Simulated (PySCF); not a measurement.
Selenium: a sound run and one with changed settings

Sound run: Se [Ar] 3d10 4s2 4p4, Se⁺ [Ar] 3d10 4s2 4p3. All numbers are calculated (PySCF 2.14, the spin-free X2C one-electron Hamiltonian (Gaussian nucleus), in x2c-SVPall (5s4p3d, 32 functions)). In the sound run the correlated levels freeze [Ar] 3d10. The sound run starts from symmetry-adapted Hartree-Fock orbitals and uses a fine grid where one is needed.

Changed run: a valence shell is frozen. This setting is unsound on purpose.

| species | method | sound run (hartree) | changed run (hartree) | converged |
| --- | --- | --- | --- | --- |
| Se | MP2 | -2427.71710 | -2427.67776 | yes |
| Se | CCSD(T) | -2427.73403 | -2427.68584 | yes |
| Se⁺ | MP2 | -2427.38872 | -2427.34345 | yes |
| Se⁺ | CCSD(T) | -2427.40450 | -2427.34807 | yes |

Ionisation energy of Se:

```csv
method,sound run (eV),changed run (eV)
UHF,8.521,8.521
MP2,8.936,9.097
SCS-MP2,8.963,9.222
CCSD,8.959,9.187
CCSD(T),8.967,9.191
```

Freezing a valence shell removes pair correlation that changes on ionisation.

For comparison, NIST gives 9.752 eV between the lowest levels.
